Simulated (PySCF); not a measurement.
C₂H₄N₃ (SMILES c1nc[nH+][nH]1), charge +1, singlet, at a GFN2-xTB geometry, atoms displaced at random by about 0.03 Å a coordinate; R2SCAN/STO-3G, gradient (PySCF).

Here is a job for PySCF.
```python
from pyscf import gto, scf, dft

mol = gto.M(
    atom='''
C    -0.685523   -0.884682   -0.081563
N     0.542171   -1.024658   -0.258951
C     1.073467    0.095187   -0.072473
N     0.173737    1.067841    0.139102
N    -0.986116    0.395669    0.175968
H    -1.443664   -1.712275   -0.135824
H     2.182294    0.337823   -0.114325
H     0.236192    2.077595    0.277141
H    -1.871663    0.907000    0.269986
''',
    basis='sto-3g',
    charge=1,
    spin=0,
    verbose=4,
)

mf = dft.RKS(mol)
mf.xc = 'r2scan'
mf.grids.level = 5
mf.kernel()
g = mf.nuc_grad_method()
g.grid_response = False
grad = g.kernel()
```

It wrote (shortened):

```
PySCF version 2.14.0

[INPUT] verbose = 4
[INPUT] num. atoms = 9
[INPUT] num. electrons = 36
[INPUT] charge = 1
[INPUT] spin (= nelec alpha-beta = 2S) = 0
[INPUT] symmetry False subgroup None
[INPUT] Mole.unit = angstrom
[INPUT] Symbol           X                Y                Z      unit          X                Y                Z       unit  Magmom
[INPUT]  1 C     -0.685523000000  -0.884682000000  -0.081563000000 AA   -1.295450722090  -1.671806687332  -0.154131731898 Bohr   0.0
[INPUT]  2 N      0.542171000000  -1.024658000000  -0.258951000000 AA    1.024554702682  -1.936322991345  -0.489346469682 Bohr   0.0
[INPUT]  3 C      1.073467000000   0.095187000000  -0.072473000000 AA    2.028558633758   0.179877360619  -0.136954121426 Bohr   0.0
[INPUT]  4 N      0.173737000000   1.067841000000   0.139102000000 AA    0.328315347704   2.017927034582   0.262864683379 Bohr   0.0
[INPUT]  5 N     -0.986116000000   0.395669000000   0.175968000000 AA   -1.863489167052   0.747706045981   0.332531326687 Bohr   0.0
[INPUT]  6 H     -1.443664000000  -1.712275000000  -0.135824000000 AA   -2.728129575894  -3.235730799940  -0.256670161143 Bohr   0.0
[INPUT]  7 H      2.182294000000   0.337823000000  -0.114325000000 AA    4.123937983282   0.638392948579  -0.216042939191 Bohr   0.0
[INPUT]  8 H      0.236192000000   2.077595000000   0.277141000000 AA    0.446338192813   3.926085547766   0.523720587888 Bohr   0.0
[INPUT]  9 H     -1.871663000000   0.907000000000   0.269986000000 AA   -3.536930467482   1.713981594981   0.510199597467 Bohr   0.0

nuclear repulsion = 178.630789218029
number of shells = 19
number of NR pGTOs = 87
number of NR cGTOs = 29
basis = sto-3g
ecp = {}

******** <class 'pyscf.dft.rks.RKS'> ********
method = RKS
initial guess = minao
damping factor = 0
level_shift factor = 0
DIIS = <class 'pyscf.scf.diis.CDIIS'>
diis_start_cycle = 1
diis_space = 8
diis_damp = 0
SCF conv_tol = 1e-09
SCF conv_tol_grad = None
SCF max_cycles = 50
direct_scf = True
direct_scf_tol = 1e-13
XC library pyscf.dft.libxc version 7.1.2
    S. Lehtola, C. Steigemann, M. J. T. Oliveira, and M. A. L. Marques,  SoftwareX 7, 1–5 (2018)
XC functionals = r2scan
    J. W. Furness, A. D. Kaplan, J. Ning, J. P. Perdew, and J. Sun,  J. Phys. Chem. Lett. 11, 8208–8215 (2020)
    J. W. Furness, A. D. Kaplan, J. Ning, J. P. Perdew, and J. Sun,  J. Phys. Chem. Lett. 11, 9248–9248 (2020)
    J. W. Furness, A. D. Kaplan, J. Ning, J. P. Perdew, and J. Sun,  J. Phys. Chem. Lett. 11, 8208–8215 (2020)
    J. W. Furness, A. D. Kaplan, J. Ning, J. P. Perdew, and J. Sun,  J. Phys. Chem. Lett. 11, 9248–9248 (2020)
radial grids:
    Treutler-Ahlrichs [JCP 102, 346 (1995); DOI:10.1063/1.469408] (M4) radial grids

becke partition: Becke, JCP 88, 2547 (1988); DOI:10.1063/1.454033
pruning grids: <function nwchem_prune>
grids dens level: 5
symmetrized grids: False
atomic radii adjust function: <function treutler_atomic_radii_adjust>
small_rho_cutoff = 0
Set gradient conv threshold to 3.16228e-05
Initial guess from minao.
tot grids = 306464
init E= -241.008635805559
  HOMO = -0.247050767801652  LUMO = -0.00124618340465277  gap/eV = 6.68868
cycle= 1 E= -239.291196068352  delta_E= 1.72  |g|= 0.474  |ddm|= 4.42
  HOMO = -0.300733701152494  LUMO = -0.287923940035822  gap/eV = 0.34857
cycle= 2 E= -239.113753167609  delta_E= 0.177  |g|= 0.924  |ddm|= 1.94
  HOMO = -0.423290118302769  LUMO = -0.247051568083781  gap/eV = 4.79570
cycle= 3 E= -239.359164566172  delta_E= -0.245  |g|= 0.106  |ddm|= 1.36
  HOMO = -0.421375663846532  LUMO = -0.244171856109478  gap/eV = 4.82196
cycle= 4 E= -239.361672110736  delta_E= -0.00251  |g|= 0.0563  |ddm|= 0.216
  HOMO = -0.419844009579942  LUMO = -0.241992919848645  gap/eV = 4.83957
cycle= 5 E= -239.362712376529  delta_E= -0.00104  |g|= 0.00439  |ddm|= 0.0819
  HOMO = -0.421246155195541  LUMO = -0.243047741694135  gap/eV = 4.84903
cycle= 6 E= -239.362719405735  delta_E= -7.03e-06  |g|= 0.000727  |ddm|= 0.00809
  HOMO = -0.42116150972411  LUMO = -0.242987320191962  gap/eV = 4.84837
cycle= 7 E= -239.36271953947  delta_E= -1.34e-07  |g|= 0.000402  |ddm|= 0.00148
  HOMO = -0.42113595222186  LUMO = -0.242970424581503  gap/eV = 4.84813
cycle= 8 E= -239.362719593989  delta_E= -5.45e-08  |g|= 6.23e-05  |ddm|= 0.000617
  HOMO = -0.421135148777042  LUMO = -0.242971050351603  gap/eV = 4.84809
cycle= 9 E= -239.362719595012  delta_E= -1.02e-09  |g|= 2.55e-05  |ddm|= 0.000107
  HOMO = -0.421135476770954  LUMO = -0.242972279899632  gap/eV = 4.84807
cycle= 10 E= -239.3627195952  delta_E= -1.88e-10  |g|= 1.48e-06  |ddm|= 3.15e-05
  HOMO = -0.42113486216528  LUMO = -0.242972397369911  gap/eV = 4.84805
Extra cycle  E= -239.362719595197  delta_E= 2.39e-12  |g|= 3.18e-06  |ddm|= 6.77e-06
converged SCF energy = -239.362719595197

******** <class 'pyscf.grad.rks.Gradients'> for <class 'pyscf.dft.rks.RKS'> ********
unit = Eh/Bohr
grid_response = False
--------------- RKS gradients ---------------
         x                y                z
0 C     0.1892434152     0.0634075753    -0.0074280965
1 N    -0.1147277102     0.1777523670     0.0386183421
2 C    -0.1777809955    -0.1274579274    -0.0001042222
3 N    -0.0199238922    -0.0344242008    -0.0088915582
4 N     0.0811585660    -0.0250790976    -0.0101217471
5 H    -0.0033023035    -0.0146898828    -0.0013009162
6 H     0.0214171074     0.0040137288     0.0000959544
7 H    -0.0034503005    -0.0335721101    -0.0063908720
8 H     0.0269927054    -0.0092933189    -0.0043361532
----------------------------------------------
```
